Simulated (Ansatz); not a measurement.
Mulliken charges of `[NH2][Cd][F]` from r2SCAN/def2-TZVPP in Ansatz (PBE0-D4/def2-TZVP geometry).

```json
{"atom": "N1", "x (Å)": "-0.725", "y (Å)": "-0.395", "z (Å)": "-0.654", "charge (e)": "-0.579"}
{"atom": "Cd2", "x (Å)": "0.451", "y (Å)": "0.276", "z (Å)": "0.815", "charge (e)": "0.825"}
{"atom": "F3", "x (Å)": "1.477", "y (Å)": "0.879", "z (Å)": "2.341", "charge (e)": "-0.551"}
{"atom": "H4", "x (Å)": "-0.950", "y (Å)": "0.350", "z (Å)": "-1.305", "charge (e)": "0.152"}
{"atom": "H5", "x (Å)": "-0.253", "y (Å)": "-1.110", "z (Å)": "-1.197", "charge (e)": "0.152"}
```

**Question.** By hand: the dipole of these point charges (1 e Å = 4.8032 D).

**Answer.** Σ q r = (-0.205, -0.143, -0.619) e Å, of length 0.668 e Å = 3.21 D.

**Question.** How does the dipole of the full density compare? (Estimate.)

**Answer.** Ansatz gave: (-0.126, -0.104, -0.583) e Å, 2.91 D; the point charges give 1.10 times that, at 7° from its direction.

Point charges leave out the atoms' own dipoles, such as those of lone pairs, and Mulliken's split depends on the basis, so the close match here is no proof of good charges.
